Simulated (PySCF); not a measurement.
# Fe²⁺: excitation energy

Fe²⁺ [Ar] 3d6 (5D) → Fe²⁺ [Ar] 3d5 4s1 (7S), as a difference of total energies. All numbers are calculated (PySCF 2.14, the spin-free X2C one-electron Hamiltonian (Gaussian nucleus), in x2c-TZVPPall). Correlated levels: valence and next inner shell: [Ne] frozen. The calculations carry no spin-orbit coupling.

```
                                method  excitation energy (eV)
                                   UHF                   2.391
    MP2 (valence and next inner shell)                   3.699
SCS-MP2 (valence and next inner shell)                   3.904
   CCSD (valence and next inner shell)                   3.483
CCSD(T) (valence and next inner shell)                   3.506
```

Question: How much does correlation contribute at CCSD(T) (valence and next inner shell)?

Answer: 3.506 − (2.391) = 1.115 eV, measured against UHF.

A first-order spin-orbit estimate (lowest level to lowest level, LS coupling) adds 0.053 eV.

The basis was made for the ground configuration and has no added diffuse functions, so the excitation energy can come out too high.
